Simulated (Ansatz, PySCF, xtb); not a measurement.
GeH4 (SMILES [GeH4]) and H2Se (SMILES [SeH2]) are pulled apart as rigid monomers along the line of their centres of mass, from the B3LYP-D3(BJ)/def2-TZVP minimum. Starting geometry (charge 0, multiplicity 1):
```xyz
8

Ge     0.11058     0.05084    -0.08422
H     -1.40388     0.02942     0.15658
H      0.39074     0.12047    -1.59506
H      0.74359    -1.22942     0.48266
H      0.73231     1.27434     0.60333
Se    -0.09865    -0.71972     3.79421
H     -0.30142     0.29104     4.84338
H      1.26047    -0.22547     3.53185
```

Interaction energies with rigid monomers; basis-set methods are counterpoise corrected unless marked otherwise.

Rows in 6-31G* carry no dispersion term and start afresh at each structure (6-31G* with six Cartesian d functions); the Pople sets are all-electron and without relativity. MP2/6-31G* freezes PySCF's default core, which leaves 3d correlated.

The values were computed with Ansatz (Gaussian orbitals); PySCF for 6-31G* rows, the dispersion terms; xtb for the GFN methods. Each number belongs to the level named beside it.

```json
[
 {"Ge1···Se6 (Å)": "3.56", "GFN2-xTB (kcal/mol)": "-1.53", "r2SCAN-D3(BJ)/def2-TZVPPD (kcal/mol)": "-0.27", "B3LYP/6-31G* (kcal/mol)": "2.01", "PBE0/def2-TZVPPD (kcal/mol)": "0.61", "MP2/6-31G* (kcal/mol)": "1.68"},
 {"Ge1···Se6 (Å)": "3.96", "GFN2-xTB (kcal/mol)": "-1.50", "r2SCAN-D3(BJ)/def2-TZVPPD (kcal/mol)": "-1.04", "B3LYP/6-31G* (kcal/mol)": "0.59", "PBE0/def2-TZVPPD (kcal/mol)": "-0.31", "MP2/6-31G* (kcal/mol)": "0.07"},
 {"Ge1···Se6 (Å)": "4.55", "GFN2-xTB (kcal/mol)": "…", "r2SCAN-D3(BJ)/def2-TZVPPD (kcal/mol)": "-0.79", "B3LYP/6-31G* (kcal/mol)": "…", "PBE0/def2-TZVPPD (kcal/mol)": "-0.34", "MP2/6-31G* (kcal/mol)": "-0.30"},
 {"Ge1···Se6 (Å)": "5.54", "GFN2-xTB (kcal/mol)": "-0.31", "r2SCAN-D3(BJ)/def2-TZVPPD (kcal/mol)": "-0.29", "B3LYP/6-31G* (kcal/mol)": "0.03", "PBE0/def2-TZVPPD (kcal/mol)": "-0.11", "MP2/6-31G* (kcal/mol)": "-0.14"},
 {"Ge1···Se6 (Å)": "7.13", "GFN2-xTB (kcal/mol)": "-0.05", "r2SCAN-D3(BJ)/def2-TZVPPD (kcal/mol)": "-0.06", "B3LYP/6-31G* (kcal/mol)": "0.00", "PBE0/def2-TZVPPD (kcal/mol)": "-0.01", "MP2/6-31G* (kcal/mol)": "-0.03"}
]
```

Question: Some entries are withheld; supply them.

Answer: 
- 4.55, B3LYP/6-31G* (kcal/mol): 0.13
- 4.55, GFN2-xTB (kcal/mol): -0.91

Ansatz is a quantum-chemistry and plane-wave program.
